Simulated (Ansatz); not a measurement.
Input file for Ansatz (a quantum-chemistry and plane-wave program): R-CCSD(T)/def2-SVP on H2OPb (SMILES [OH][PbH]), a point of a torsion scan. Elements past Kr take the def2 small-core potentials; no spin–orbit coupling. The run froze 10 orbitals, filled d shells among them.

Ansatz 0.2 input:
```yaml
crystal:
  periodic: [false, false, false]
  atoms:
    - {symbol: O, position_ang: [-1.15618749, 0.24234097, 0.15103955]}
    - {symbol: Pb, position_ang: [0.82958502, 0.98848383, -0.07472989]}
    - {symbol: H, position_ang: [-1.40646811, -0.62266688, -0.15902209]}
    - {symbol: H, position_ang: [1.54899337, -0.49879983, -0.92825012]}
basis:
  gaussian:
    orbitals: def2-SVP
magnetization: {spin_polarized: false}
correlation: {method: ccsd_t, electrons: outside_noble_gas}
scf: {lower_state_search: off}
```

The head of its log:

```
WARN ansatz: RAYON_NUM_THREADS=1 ignored (pool sized by the plan → 1); use --threads N
Functional definition: HF
these checks for a lower state are left out or cut short: stability, starts, cluster_reference, orbital_swaps, neighbouring_geometries, increment
integrals: 0.02 GiB planned
579 factors; integrals over basis functions are off by at most 7.6e-4 eV
mean field: 0.09 GiB planned
mean field evaluation 1: about -7283.3508 eV, gradient 3.9e1 eV
mean field evaluation 2: about -7283.3613 eV, gradient 3.9e1 eV
mean field evaluation 4: about -7286.4837 eV, gradient 2.0e0 eV
mean field evaluation 8: about -7286.5055 eV, gradient 1.5e-1 eV
mean field -7286.50580042 eV, -267.7741491946 hartree, gradient 8.7e-6 eV, S^2 0.000000; 0 other end points of the search recorded, 0 dependent functions left out
10 core orbitals not correlated, not the lowest: weight in the atoms' cores, before any rotation towards them, 0.904 or more for the frozen orbitals, at most 0.101 for the correlated occupied ones
reference -7286.50580042 eV, -267.7741491946 hartree; 6, 6 occupied and 34, 34 virtual orbitals, 579 factors
```

Question: Give the final energy of this run.

Answer: -268.0594 hartree (reference determinant -267.7741, T1 diagnostic 0.026).
